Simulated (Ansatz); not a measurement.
CH5In⁺, that is InH2Me with one electron fewer, relaxed as a doublet with UKS PBE0-D4/def2-TZVP in Ansatz, starting from the PBE0-D4/def2-TZVP geometry of the neutral singlet. Force threshold 0.02 eV/Å.

In the def2 sets In takes a core potential; there is no spin–orbit coupling. The relaxation made no stability test and no search for a lower SCF solution.

Start:

```
atom   x (Å)   y (Å)   z (Å)
 In1  -0.084  -1.079  -0.371
  H2   0.339  -1.470  -2.003
  H3  -0.603  -2.340   0.694
  C4   0.055   0.954   0.326
  H5   1.081   1.149   0.651
  H6  -0.607   1.129   1.174
  H7  -0.181   1.658  -0.472
```

| step | energy (eV) | largest force component (eV/Å) | SCF passes |
| --- | --- | --- | --- |
| 1 | -6280.8905 | 3.195 | 62 |
| 2 | -6281.5899 | 1.532 | 27 |
| 3 | -6281.8718 | 0.430 | 24 |
| 4 | -6281.8906 | 0.607 | 20 |
| 5 (rejected) | -6281.8710 | 0.965 | 22 |
| 6 | -6281.9217 | 0.044 | 20 |
| 7 | -6281.9218 | 0.005 | 21 |

Force components are those of the run's own axes.

End:

Cartesian coordinates in Å:
```
In -0.099 -1.392 -0.478
H 0.415 -1.097 -2.044
H -0.634 -2.065 0.958
C 0.066 1.040 0.357
H 1.122 0.990 0.611
H -0.658 0.984 1.163
H -0.212 1.539 -0.566
```

By distances, no bond broke or formed. The bond that changes most is In1–C4, from 2.15 to 2.58 Å (atoms count from 1).

No frequencies were taken in this run, so the end may be a saddle point.

It took 6.5 s on 4 threads of Arm Neoverse V2 on a shared host.
